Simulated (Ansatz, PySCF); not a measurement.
SnCl2, SMILES [Cl][Sn][Cl] (connectivity only; charge and spin as stated), neutral, multiplicity 1.

Coordinates come from a PBE0-D3(BJ)/def2-TZVP optimisation. The isomer is the one that the SMILES or the coordinates give; other isomers of the formula were not compared. The def2 effective core potentials stand for the cores of Sn; spin–orbit coupling is left out.

Vertical ionisation energy (IE) and electron affinity (EA) in eV. Rows of orbital energies are one-electron estimates. Where ΔSCF, EOM or ADC give a negative EA the extra electron is unbound and the value depends on the basis.

| level | IE | EA |
|---|---|---|
| −ε(HOMO), −ε(LUMO), HF/def2-TZVPD (PySCF) | 10.31 | 0.46 |
| −ε(HOMO), −ε(LUMO), PBE/def2-TZVPD (PySCF) | 7.02 | 3.83 |
| ΔSCF, CAM-B3LYP/def2-TZVPD (Ansatz), final states of multiplicity 2 and 2 | 10.29 | 1.46 |
| ΔSCF, PBE/def2-TZVPD (Ansatz), final states of multiplicity 2 and 2 | 9.92 | 1.27 |

Task: What vertical singlet–triplet gap does ΔSCF give with CAM-B3LYP/def2-TZVPD (Ansatz, a quantum-chemistry and plane-wave program) and with PBE/def2-TZVPD (Ansatz)? (Estimate from the structure and the level; the computed values follow.)

Result: 2.99 and 2.91 eV (triplet above singlet where positive).
